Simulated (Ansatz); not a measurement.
The molecule MgN, multiplicity 4 (lowest of 2S+1 = 2, 4 at CCSD(T)/def2-TZVPP on PBE0 minima; our sources give no spin for the ground state, which may be another).

The constants come from a fifth-degree fit in 1/R (seven points, main isotopes). In def2 and cc sets the state is the lowest found near the PBE0 minimum, followed along R.

Correlated levels freeze the inner cores; with def2 sets outer-core shells near the valence are correlated too.

The values were computed with Ansatz (Gaussian orbitals). Each number belongs to the level named beside it.

D_e counts from each atom's lowest state at the same level, without counterpoise or zero-point energy.

```
level                    r_e (Å)  ω_e (cm⁻¹)  ω_e x_e (cm⁻¹)  D_e (eV)  dipole (D)
--------------------  ----------  ----------  --------------  --------  ----------
SVWN5/def2-TZVPP           2.076         465             5.6      1.24        2.07
PBE/def2-TZVPP             2.099         453             5.7      1.08        2.11
r2SCAN/def2-TZVPP          2.089         457             6.3      0.95        2.27
B3LYP/def2-TZVPP           2.087         456             6.6      0.84        2.32
CAM-B3LYP/def2-TZVPP       2.059  (withheld)             6.8      0.81        2.55
B2PLYP/def2-TZVPP          2.070         485             6.2      0.67           -
CCSD/def2-QZVPP            2.052         478              12      0.42           -
CCSD(T)/def2-QZVPP    (withheld)  (withheld)             7.9      0.52           -
```

Problem. What belongs in the gaps?

Solution. 
- CCSD(T)/def2-QZVPP, r_e (Å): 2.056
- CCSD(T)/def2-QZVPP, ω_e (cm⁻¹): 487
- CAM-B3LYP/def2-TZVPP, ω_e (cm⁻¹): 490

Ansatz is an electronic-structure program.
